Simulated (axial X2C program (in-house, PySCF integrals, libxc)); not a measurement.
InS: from Re and ωe to a spectrum

A bond curve at the BHandHLYP level, with spin–orbit coupling, was computed with an axial X2C code built on PySCF integrals (basis In dyall-cv3z [11s12p9d4f1g], S dyall-av3z [9s8p3d2f] (cores contracted in-house)) for the state Ω = 1/2 (⟨Sz⟩ = 0.50, ⟨Lz⟩ = 0.00 at BHandHLYP). Its fit gives Re = 2.3030 Å, ωe = 344.7 cm⁻¹, ωexe = 1.81 cm⁻¹ and αe = 8.422e-04 cm⁻¹; the masses are 114.9039 and 31.9721 u. Two-component means X2C with spin–orbit coupling and atomic mean-field Coulomb and Gaunt terms.

(1) Find the reduced mass, Be and the force constant.

(2) The dipole moment p changes by 2.75 D/Å at Re. What harmonic infrared intensity follows?

(3) A Morse curve ties αe to the other constants (Pekeris). How well does that hold?

(4) Where do the fundamental and the first overtone lie?

(5) Estimate the centrifugal constant by the Kratzer relation.

The state is a single determinant with fixed occupations, the lowest that a limited PBE0 search found. Density functionals use the spin component along the axis (collinear). PBE0 can misorder states that lie within some tenths of an eV, so this need not be the ground state of the molecule. The nearest other 2c determinant of the search, Ω = 3/2, lies 0.35 eV up at the distance of the search.

## Answers

(1) From the BHandHLYP values: μ = 25.0124 u. Be = 16.8576/(μ Re²) = 0.1271 cm⁻¹. k = 5.8918×10⁻⁷ μ ωe² = 1.75 mdyn/Å.

(2) I = 42.256 × (dp/dR)²/μ = 13 km/mol.

(3) αe(Morse) = 6Be²/ωe × (√(ωexe/Be) − 1) = 7.797e-04 cm⁻¹; the BHandHLYP curve gives 8.422e-04 cm⁻¹, a ratio of 0.93.

(4) ν(1←0) = ωe − 2ωexe = 341.1 cm⁻¹; ν(2←0) = 2ωe − 6ωexe = 678.5 cm⁻¹.

(5) D = 4Be³/ωe² = 6.91e-08 cm⁻¹.
